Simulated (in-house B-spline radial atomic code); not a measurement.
A run on Tc+ (an excited or competing configuration) that did not converge. Method: scalar-relativistic (X2C) wB97X, spin-polarised, spherical fractional occupations, exact exchange averaged over the configuration, Fermi nucleus of rms radius 4.41117 fm; computed with a B-spline radial code for spherical atoms.

Command:
```bash
python run_scf.py task.json out
```
Settings (nuclear radius in fm, mass in u):
```
Z                43
configuration    [Ar] 3d10 4s2 4p5 4d5 5s1 5f1
hamiltonian      x2c
method           wb97x
spin_polarised   True
nucleus          fermi
rms_radius       4.41117
atomic_mass      96.90636
speed_of_light   137.035999084
exact_exchange   averaged over the configuration
```

First and last ten iterations of the last attempt (damped for 15 steps, keeping 80 % of the old Fock matrix, then DIIS):
```
 iter        energy (Eh)    residual
    1       -4275.602666    4.46e-01
    2       -4280.359173    2.50e-01
    3       -4281.752057    1.78e-01
    4       -4282.477446    1.24e-01
    5       -4282.839192    8.91e-02
    6       -4283.008901    6.49e-02
    7       -4283.089536    4.70e-02
    8       -4283.128632    3.38e-02
    9       -4283.148194    2.43e-02
   10       -4283.158201    1.76e-02
  111       -4283.169826    5.31e-05
  112       -4283.169826    2.56e-05
  113       -4283.169826    9.20e-06
  114       -4283.169826    3.16e-05
  115       -4283.169826    7.73e-06
  116       -4283.169826    9.93e-06
  117       -4283.169826    8.34e-06
  118       -4283.169826    9.92e-06
  119       -4283.169826    1.16e-05
  120       -4283.169826    1.00e-05
 not converged after 120 iterations
```

The smallest residual met was 4.4e-06; the threshold is about 4e-07. Over the last five steps the energy moves by less than 1e-08 hartree, but the orbitals didn't meet the threshold. Run time, properties included: 32 s on 1 thread of Arm Neoverse V2, with other jobs on the host.
